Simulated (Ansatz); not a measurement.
`CSB[SiH3]` + H₂O → `OB[SiH3]` + CH₃SH at 600 K and 1 bar (formal hydrolysis of a B–S bond).

Gas-phase electronic energies from Ansatz, PBE0-D4/def2-TZVP geometries. CCSD(T)/CBS is the MP2 limit (def2-TZVPP, def2-QZVPP) plus CCSD(T) − MP2 in def2-TZVPP, frozen cores. This one scheme is used for every species. Each species was taken in one conformer, which may not be the lowest.

```json
{"species": "`CSB[SiH3]`", "CCSD(T)/CBS energy (Eh)": "-753.91766", "H − E (kJ/mol)": "263.0", "S (J/(mol·K))": "445.0"}
{"species": "H₂O", "CCSD(T)/CBS energy (Eh)": "-76.37941", "H − E (kJ/mol)": "76.8", "S (J/(mol·K))": "212.8"}
{"species": "`OB[SiH3]`", "CCSD(T)/CBS energy (Eh)": "-392.07510", "H − E (kJ/mol)": "182.6", "S (J/(mol·K))": "365.1"}
{"species": "CH₃SH", "CCSD(T)/CBS energy (Eh)": "-438.22835", "H − E (kJ/mol)": "152.3", "S (J/(mol·K))": "296.8"}
```

H − E and S are ideal-gas, rigid-rotor, harmonic terms from PBE0-D4/def2-TZVP, for one conformer and one mirror image of each species. 1 Eh = 2625.50 kJ/mol, R = 8.31446 J/(mol·K).

By hand: ΔE, ΔH, ΔS and ΔG.

ΔE = (-392.07510) + (-438.22835) − (-753.91766) − (-76.37941) = -0.00638 Eh = -16.8 kJ/mol. Δ(H − E) = 182.6 + 152.3 − 263.0 − 76.8 = -4.9, so ΔH = -21.7 kJ/mol. ΔS = 365.1 + 296.8 − 445.0 − 212.8 = 4.1 J/(mol·K). ΔG = -21.7 − 600 × (4.1)/1000 = -24.2 kJ/mol.

By hand: the equilibrium constant, and the temperature at which ΔG would vanish if ΔH and ΔS stayed fixed.

log₁₀ K = −ΔG/(RT ln 10) = 2.1. ΔH and −TΔS have one sign here, so there is no such temperature. One of them is within its doubt of zero, so this could turn.

The number of gas molecules stays the same, so ΔS is small and ΔH decides. A doubt of 5 kJ/mol in ΔE shifts log₁₀ K by 0.4 here. Other conformers and mirror images would add mixing entropy, several J/(mol·K) or more a flexible species. These are equilibria of isolated gas molecules and say nothing of rates. Largest T1 diagnostic: 0.015 (customary marks: 0.02 for closed shells, 0.045 for open ones).
